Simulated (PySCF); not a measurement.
# One molecule, several mistakes: BCGeH6Si cation

These are calculations, not measurements. The program is PySCF 2.14.0, an open-source quantum chemistry code, run on an isolated molecule that a program drew, which may never have been made. The molecule is BCGeH6Si cation (charge +1, singlet), drawn as the SMILES string `B=C[SiH+][GeH3]`.

Each row is a Hartree-Fock (HF) and frozen-core CCSD(T) single point in the cc-pV(D+d)Z basis, meant for a local HF minimum. Run 1 is clean. Each other run has one planted mistake out of seven kinds, and not every kind appears here: one electron removed, one electron added, multiplicity raised by two, geometry at a saddle point, minimal basis STO-3G, one bond length entered in bohr, all coordinates scaled. The reference is restricted for singlets and unrestricted otherwise, and also for a bond in bohr. Adding or removing an electron swaps singlet and doublet. Electrons count all cores. HOMO and LUMO are orbital energies over both spins, the gradient is its largest component, and the lowest frequency (negative if imaginary) is given only where the gradient is small. Bond lengths are over the 9 bonds as drawn. T1 is the CCSD diagnostic: over 0.02 (restricted) or 0.045 (unrestricted) a single reference is doubtful. Germanium has the cc-pVDZ-PP basis, with a core potential (ECP10MDF) in place of its 10 inner electrons, and its 3s, 3p and 3d shells are frozen in CCSD(T).

Geometry of the clean run:
```xyz
10
BCGeH6Si cation, angstrom
B     1.0029    0.7899    2.5403
C     1.6967    0.0022    1.5992
Si    1.1184   -0.2538   -0.0450
Ge   -0.9282    0.6794   -0.9755
H     0.4007    1.4516    3.2988
H     2.6313   -0.4689    1.9042
H     1.9841   -1.1073   -0.8707
H    -0.4823    1.5302   -2.1519
H    -1.7682   -0.5197   -1.3796
H    -1.5485    1.4930    0.1513
```

| run | electrons | basis functions | <S^2> | HOMO (eV) | LUMO (eV) | gradient (hartree/bohr) | lowest frequency (cm^-1) | mean bond (Å) | longest bond (Å) | T1 | HF (hartree) | CCSD(T) (hartree) | mistake |
|---|---|---|---|---|---|---|---|---|---|---|---|---|---|
| 1 | 62 | 104 | 0.000 | -15.16 | -4.42 | 1.3e-05 | 75 | 1.5442 | 2.434 | 0.0148 | -648.05797 | -648.50592 | no fault |
| 2 | 62 | 104 | 2.025 | -11.81 | -6.44 | 8.6e-02 | - | 1.5442 | 2.434 | 0.0161 | -647.96030 | -648.37879 | multiplicity raised by two |
| 3 | 62 | 104 | 1.017 | -12.86 | -5.50 | 1.7e-02 | - | 1.7183 | 3.329 | 0.0205 | -647.90289 | -648.32808 | one bond length entered in bohr |
| 4 | 62 | 104 | 0.000 | -16.55 | -4.25 | 9.2e-02 | - | 1.3898 | 2.191 | 0.0129 | -647.93903 | -648.37520 | ? |
| 5 | 61 | 104 | 0.755 | -21.08 | -12.45 | 7.7e-02 | - | 1.5442 | 2.434 | 0.0169 | -647.55770 | -647.95544 | ? |

**Which mistake was planted in run 4, and what did it cost?**

The mean and the longest bond both change by the same factor, 0.900, and the gradient is no longer small. So the mistake is: all coordinates scaled. Subtracting run 1 and multiplying by 627.51 kcal/mol a hartree, the energy moved by 74.6 kcal/mol in HF and 82.0 kcal/mol in CCSD(T).

**Which mistake was planted in run 5, and what did it cost?**

It counts 61 electrons, one fewer than the clean run, at the same geometry and basis. So the mistake is: one electron removed. Subtracting run 1 and multiplying by 627.51 kcal/mol a hartree, the energy moved by 313.9 kcal/mol in HF and 345.4 kcal/mol in CCSD(T).

